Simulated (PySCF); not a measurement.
**Orbital picture of GeO⁺**

PBE0 at R = 1.774 Å; PySCF, scalar-relativistic core potentials, basis sets Ge cc-pVTZ-PP with ECP10, O cc-pVTZ. State: ²Σ⁺ (doublet), unpaired electrons σ ↑, a second solution, started from another occupation. Only the outer orbitals are listed, counted within each symmetry, core potentials removing the inner ones.

```csv
spin,orbital,occ.,ε (eV),on Ge (%),main shells (%)
α,5σ,1,-34.29,10,88 O s
α,6σ,1,-22.35,59,"59 Ge s, 34 O p"
α,7σ,1,-18.08,56,"44 O p, 31 Ge s, 24 Ge p"
α,3π,1,-16.96,13,"86 O p, 11 Ge p"
α,3π,1,-16.96,13,"86 O p, 11 Ge p"
α,4π,0,-9.87,91,"89 Ge p, 9 O p"
α,4π,0,-9.87,91,"89 Ge p, 9 O p"
α,8σ,0,-6.53,92,"68 Ge p, 18 Ge d, 8 O p"
β,5σ,1,-32.52,13,86 O s
β,6σ,1,-20.73,83,"82 Ge s, 9 O p"
β,3π,1,-16.27,18,"82 O p, 15 Ge p"
β,3π,1,-16.27,18,"82 O p, 15 Ge p"
β,7σ,0,-13.02,41,"56 O p, 32 Ge p, 9 Ge s"
β,4π,0,-9.63,87,"85 Ge p, 13 O p"
β,4π,0,-9.63,87,"85 Ge p, 13 O p"
```

Question: Which are the highest filled and the lowest empty level, where do they sit, and how wide is the gap?

Answer: Highest filled β 3π at -16.27 eV (in %: 82 O p, 15 Ge p); lowest empty β 7σ at -13.02 eV (in %: 56 O p, 32 Ge p, 9 Ge s); the gap at PBE0 is 3.25 eV.

| Quantity | Value |
| --- | --- |
| bond order (Mayer) | 1.70 |
| ⟨S²⟩ | 0.767 |
| charge on Ge (Mulliken, basis-dependent) | 1.19 |
| charge on Ge (Löwdin, basis-dependent) | 1.02 |
| dipole moment (positive dipole points towards O; it is taken about the centre of mass and depends on that origin) | -3.23 D |

Spin–orbit coupling is left out.
